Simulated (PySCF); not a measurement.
Compound: C5H9NO2.
Geometry (GFN2-xTB, Å), atoms numbered from 1 in this order:
```xyz
17
C5H9NO2 angstrom
C     -2.2147    0.3555    1.1557
O     -0.9334    0.0080    0.6978
C     -0.9256   -0.4420   -0.6397
C      0.4858   -0.8941   -1.0256
O      1.3540    0.1750   -1.3249
C      1.8287    0.8811   -0.1948
C      2.7527    0.0959    0.6040
N      3.4683   -0.5472    1.2211
H     -2.1005    0.6653    2.1924
H     -2.8986   -0.4997    1.1018
H     -2.6364    1.1812    0.5692
H     -1.6168   -1.2909   -0.7529
H     -1.2512    0.3639   -1.3155
H      0.4313   -1.4804   -1.9453
H      0.8951   -1.5177   -0.2209
H      2.3540    1.7587   -0.5864
H      1.0002    1.1995    0.4541
```

Computed at PBE0/pcSseg-1 (PySCF, non-relativistic), with Q(17O) = −0.0256 b, Q(14N) = 0.02044 b: O2, 17O (I = 5/2): χzz = 12.25 MHz, η = 0.950; O5, 17O (I = 5/2): χzz = -12.43 MHz, η = 0.987; N8, 14N (I = 1): χzz = -4.793 MHz, η = 0.189.

(1) Where would the pure quadrupole (NQR) lines of 17O at O2 fall for the rigid, isolated species?

(2) Find the zero-field quadrupole resonance frequencies of 17O at O5.

(3) Where would the pure quadrupole (NQR) lines of 14N at N8 fall for the rigid, isolated species?

## Answers

(1) From the eigenvalues of H = χ/[4I(2I − 1)] × [3Iz² − I(I + 1) + η(Ix² − Iy²)], steps between neighbouring levels, labelled as for η = 0: ±1/2↔±3/2 3.134 MHz, ±3/2↔±5/2 3.266 MHz (ether oxygen).

(2) From the eigenvalues of H = χ/[4I(2I − 1)] × [3Iz² − I(I + 1) + η(Ix² − Iy²)], steps between neighbouring levels, labelled as for η = 0: ±1/2↔±3/2 3.261 MHz, ±3/2↔±5/2 3.296 MHz (ether oxygen).

(3) From ν± = (3/4)|χ|(1 ± η/3) and ν0 = |χ|η/2: ν+ 3.821 MHz, ν− 3.368 MHz, ν0 0.454 MHz (nitrile nitrogen).

In a crystal, neighbours and librations shift these lines. GFN2-xTB bond lengths can be off by several hundredths of an ångström, more for odd bonds, and the gradients follow them. The small basis limits the accuracy of the gradients.

These values come from a run that also computed NMR shieldings. Hardware: one thread of an x86-64 server, shared host. Cost: 58 s of wall time.

One conformer stands for the species.
